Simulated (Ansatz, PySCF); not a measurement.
Gas-phase reaction in SMILES: [Cl][Mg][Cl] -> [Cl][Mg][Cl] as doublet, charge -1 (an electron is taken up)
Geometries: B3LYP-D3(BJ)/def2-TZVP minima from Ansatz (an electronic-structure program). A spin state is the lowest found, not a proven ground state.

Wanted: adiabatic electron affinity (0 K, with B3LYP-D3(BJ) harmonic zero-point energies from PySCF), positive where the reaction releases energy, in eV. Correlated levels leave the core frozen unless marked. UHF or UKS for open shells. Spin-orbit coupling is left out. No relativistic terms. Anions need diffuse functions: def2-D sets add few; the other sets have none. 

```tsv
level	program	adiabatic electron affinity (eV)
HF/6-31G*	Ansatz	0.81
HF/def2-TZVPP	Ansatz	0.79
PBE/def2-TZVPD	Ansatz	1.17
r2SCAN-D3(BJ)/def2-TZVPD	Ansatz + dftd3	1.15
PBE0-D3(BJ)/def2-TZVPD	Ansatz + dftd3	1.15
MN15/def2-TZVPD	PySCF	1.00
HSE06-D4/def2-TZVPD	Ansatz + dftd4	1.15
RPA@PBE/def2-TZVPP	Ansatz	1.24
SCS-MP2/def2-SVPD	Ansatz	1.08
```
